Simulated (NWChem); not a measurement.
Atomisation of Cl$_{3}$Si

```
Si
Cl 1 2.0803
Cl 1 2.0803 2 109.26
Cl 1 2.0804 2 109.26 3 -119.49
```
Charge 0, spin multiplicity 2.

Everything below was run with NWChem. The geometry was optimised at UPBE/def2-SVP, a minimum by its harmonic frequencies.

Basis set: def2-TZVP. The atomisation energy is electronic alone: no zero-point, thermal, spin-orbit or counterpoise terms. No value is extrapolated to the basis-set limit. Free atoms are single determinants with multiplicities Cl 2, Si 3. Correlated methods freeze the same cores in atoms and molecule, 20 orbitals in all.

Relative cost: rough, from shared machines, SCF included, PBE0 = 1. Costs are the molecule's.

B3LYP has NWChem's definition, with VWN1-RPA local correlation. The structure started from a generated list of species. The unpaired electrons of the parent sit in orbitals of symmetry a' (Cs labels of the run); other states weren't searched. The stability of the SCF solutions was not checked. Open-shell Hartree-Fock references start from PBE0 orbitals; any time given for them includes that run.

| method | atomisation energy (kcal/mol) | relative cost |
|---|---|---|
| PBE0 | 275.7 | 1 |
| MP2 | 277.5 | 4 |
| M06-2X | 278.6 | under 3 |
| BP86 | (withheld) | under 3 |
| r2SCAN | (withheld) | under 3 |
| PBE | (withheld) | under 3 |
| HF | (withheld) | under 3 |
| B3LYP | 262.9 | under 3 |

Q: Complete the blanks.

A: 
- BP86, atomisation energy (kcal/mol): 277.2
- r2SCAN, atomisation energy (kcal/mol): 282.8
- PBE, atomisation energy (kcal/mol): 281.5
- HF, atomisation energy (kcal/mol): 200.5
